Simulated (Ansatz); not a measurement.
Isolated molecules relaxed with PBE0-D4/def2-TZVP in Ansatz; ΔE leaves out vibrations. CCSD(T)/CBS adds triple-zeta CCSD(T) − MP2 to the extrapolated MP2 energy (def2 sets, frozen cores). This one scheme is used for every species. DFT in def2-TZVPP. B3LYP here is the variant with VWN-RPA as its local correlation; programs differ in this. HSE06 is defined as in plane-wave codes. Elements past krypton have def2 core potentials. For Sn outer-core shells are correlated without core-valence functions, which leaves a few kJ/mol of doubt a bond. Each species was taken in one conformer, which may not be the lowest.

Reaction (substitution at a C–C bond): `N=C(O)[CH2][SnH3]` + H–F → `F[CH2][SnH3]` + `N=CO`

Question: Is it downhill or uphill in electronic energy at CCSD(T)/CBS, and by how much? (Best estimate.)

Answer: Computed: Uphill: ΔE = +107.6 kJ/mol.

Question: What do these levels give: LDA (SPW92), B3LYP-D4, HSE06-D4, ωB97X-V, ωB97M-V, revPBE, BLYP, BHLYP, HF/def2-SVP, HF/def2-TZVPP, CCSD(T)/def2-TZVPP, MP2/def2-QZVPP? (An estimate is asked.)

Answer: The calculation gave: LDA (SPW92) 99.5, B3LYP-D4 89.1, HSE06-D4 98.8, ωB97X-V 90.6, ωB97M-V 94.2, revPBE 76.8, BLYP 66.9, BHLYP 83.6, HF/def2-SVP 75.5, HF/def2-TZVPP 79.1, CCSD(T)/def2-TZVPP 104.0, MP2/def2-QZVPP 120.5 kJ/mol.

Largest T1 diagnostic among the species: 0.014.

From PBE to PBE0 (25 % exact exchange), in def2-TZVPP and without D4, ΔE moves by +8.7 kJ/mol. At CCSD(T), def2-SVP lies −13.9 kJ/mol from the extrapolated value and def2-TZVPP −3.6 kJ/mol.
